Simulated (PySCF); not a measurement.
## Cr: excitation energy

Cr [Ar] 3d5 4s1 (7S) → Cr [Ar] 3d4 4s2 (5D), as a difference of total energies. Computed with PySCF 2.14 in x2c-QZVPPall with one added diffuse shell each of s, p, d, f, g type (12s8p6d4f3g, 121 functions), with the spin-free X2C one-electron Hamiltonian (Gaussian nucleus). Correlated levels: valence: [Ar] frozen; valence and next inner shell: [Ne] frozen. The calculations carry no spin-orbit coupling.

```tsv
method	excitation energy (cm⁻¹)
UHF	6877.3
LDA	15588
PBE	15106
PBE0	12996
r2SCAN	15872
TPSS	14465
M06-2X	1328.1
r2SCANh	14798
MP2 (valence)	8179.2
SCS-MP2 (valence)	263.49
MP2 (valence and next inner shell)	11760
SCS-MP2 (valence and next inner shell)	4437.1
```

Errors of the correlated levels include the incompleteness of this basis and the frozen core.

For comparison: 8090.2 cm⁻¹ (measured; NIST levels, between the centres of gravity of the two terms).
